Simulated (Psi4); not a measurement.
C4H8F2O, singlet, at a GFN2-xTB geometry; MP2/STO-3G (Psi4).

Psi4 was given this input:
```
memory 2 GB

molecule {
0 1
  C    -1.54204960   -0.93473434    0.52410020
  C    -0.11411667   -0.59876787    0.07531697
  C     0.92198488   -1.38954941    0.87139683
  O     0.07645497   -0.91002507   -1.28356055
  C     0.11780909    0.91166575    0.29940671
  F     1.36543109    1.28729565   -0.05726073
  F    -0.72704893    1.63159555   -0.48874382
  H    -2.26456510   -0.32101481   -0.01078203
  H    -1.65907304   -0.76707386    1.59114369
  H    -1.74364323   -1.97977076    0.30508873
  H     0.82295662   -1.19129134    1.93460792
  H     0.77461743   -2.44870136    0.68401125
  H     1.92065482   -1.11654579    0.54182801
  H    -0.46283029   -0.32077630   -1.82564475
  H    -0.04696243    1.22366931    1.34094830
}

set basis sto-3g

energy('mp2')
print_variables()
```

Output, abridged:

```
    SCF Algorithm Type (re)set to DF.

   => Loading Basis Set <=

    Name: STO-3G
    Role: ORBITAL
    Keyword: BASIS

         ---------------------------------------------------------
                                   SCF
               by Justin Turney, Rob Parrish, Andy Simmonett
                          and Daniel G. A. Smith
                              RHF Reference
         ---------------------------------------------------------

  ==> Geometry <==

    Molecular point group: c1
    Full point group: C1

    Geometry (in Angstrom), charge = 0, multiplicity = 1:

       Center              X                  Y                   Z               Mass
    ------------   -----------------  -----------------  -----------------  -----------------
         C           -1.571807759058    -1.023655902129     0.570114883792    12.000000000000
         C           -0.143874829058    -0.687689432129     0.121331653792    12.000000000000
         C            0.892226720942    -1.478470972129     0.917411513792    12.000000000000
         O            0.046696810942    -0.998946632129    -1.237545866208    15.994914619570
         C            0.088050930942     0.822744187871     0.345421393792    12.000000000000
         F            1.335672930942     1.198374087871    -0.011246046208    18.998403162730
         F           -0.756807089058     1.542673987871    -0.442729136208    18.998403162730
         H           -2.294323259058    -0.409936372129     0.035232653792     1.007825032230
         H           -1.688831199058    -0.855995422129     1.637158373792     1.007825032230
         H           -1.773401389058    -2.068692322129     0.351103413792     1.007825032230
         H            0.793198460942    -1.280212902129     1.980622603792     1.007825032230
         H            0.744859270942    -2.537622922129     0.730025933792     1.007825032230
         H            1.890896660942    -1.205467352129     0.587842693792     1.007825032230
         H           -0.492588449058    -0.409697862129    -1.779630066208     1.007825032230
         H           -0.076720589058     1.134747747871     1.386962983792     1.007825032230

  Running in c1 symmetry.

  Rotational constants: A =      0.11154  B =      0.07823  C =      0.06414 [cm^-1]
  Rotational constants: A =   3343.75765  B =   2345.22391  C =   1922.86596 [MHz]
  Nuclear repulsion =  353.439485880845950

  Charge       = 0
  Multiplicity = 1
  Electrons    = 58
  Nalpha       = 29
[...]
  @DF-RHF Final Energy:  -424.20239716471332
    Total Energy =                       -424.2023971647132612
[...]

  //>>>>>>>>>>>>>>>>>>>>>>>>>>>>>>>>>>>//
  //               DFMP2               //
  //<<<<<<<<<<<<<<<<<<<<<<<<<<<<<<<<<<<//

   => Loading Basis Set <=

    Name: (STO-3G AUX)
    Role: RIFIT
    Keyword: DF_BASIS_MP2

	 --------------------------------------------------------
	                          DF-MP2
	      2nd-Order Density-Fitted Moller-Plesset Theory

	        Rob Parrish, Justin Turney, Andy Simmonett,
	           Ed Hohenstein, and C. David Sherrill
	 --------------------------------------------------------

   => Auxiliary Basis Set <=

  Basis Set: (STO-3G AUX)
    Blend: DEF2-SVP-RI
    Number of shells: 160
    Number of basis functions: 448
    Number of Cartesian functions: 505
    Spherical Harmonics?: true
    Max angular momentum: 3

	 --------------------------------------------------------
	                 NBF =    43, NAUX =   448
	 --------------------------------------------------------
	   CLASS    FOCC     OCC    AOCC    AVIR     VIR    FVIR
	   PAIRS       0      29      29      14      14       0
	 --------------------------------------------------------

	-----------------------------------------------------------
	 ==================> DF-MP2 Energies <====================
	-----------------------------------------------------------
	 Reference Energy          =    -424.2023971647133180 [Eh]
	 Singles Energy            =      -0.0000000000000000 [Eh]
	 Same-Spin Energy          =      -0.0327466709861316 [Eh]
	 Opposite-Spin Energy      =      -0.2340344625056852 [Eh]
	 Correlation Energy        =      -0.2667811334918168 [Eh]
	 Total Energy              =    -424.4691782982051222 [Eh]
	-----------------------------------------------------------
	 ================> DF-SCS-MP2 Energies <==================
	-----------------------------------------------------------
	 SCS Same-Spin Scale       =       0.3333333333333333 [-]
	 SCS Opposite-Spin Scale   =       1.2000000000000000 [-]
	 SCS Same-Spin Energy      =      -0.0109155569953772 [Eh]
	 SCS Opposite-Spin Energy  =      -0.2808413550068222 [Eh]
	 SCS Correlation Energy    =      -0.2917569120021994 [Eh]
	 SCS Total Energy          =    -424.4941540767155175 [Eh]
	-----------------------------------------------------------

  Variable Map:
  ----------------------------------------------------------------------------
[...]
  Array Variable Map:
  ----------------------------------------------------------------------------
[...]
[...]
```
